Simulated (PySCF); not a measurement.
Radial density of Ga²⁺ (gallium, charge +2)

UHF, [Ar] 3d10 4s1, 2S determinant. Computed with PySCF 2.14 in pcseg-2 (6s5p3d1f, 43 functions), with no relativity, point nucleus.

```tsv
r (bohr)	4πr²ρ (e/bohr)	4πr²(ρα − ρβ)
0.000954	0.2200	0.0001
0.00160	0.5982	0.0003
0.00270	1.581	0.0008
0.00454	3.991	0.0021
0.00764	9.320	0.0048
0.0128	19.11	0.0094
0.0216	31.65	0.0137
0.0363	37.55	0.0100
0.0611	31.50	-0.0018
0.103	35.10	0.0152
0.173	42.77	0.0290
0.291	23.61	-0.0193
0.489	26.11	0.0651
0.823	17.31	-0.0206
1.38	3.529	0.4190
2.33	0.6349	0.4765
3.92	0.05534	0.0541
6.59	0.0007051	0.0007
```

(1) Where is the radial spin density 4πr²(ρα − ρβ) most negative, and why is it negative at all?

## Answers

(1) Around r = 0.823 bohr, down to -0.0206 e/bohr: exchange with the open shell polarises the paired shells in an unrestricted calculation.
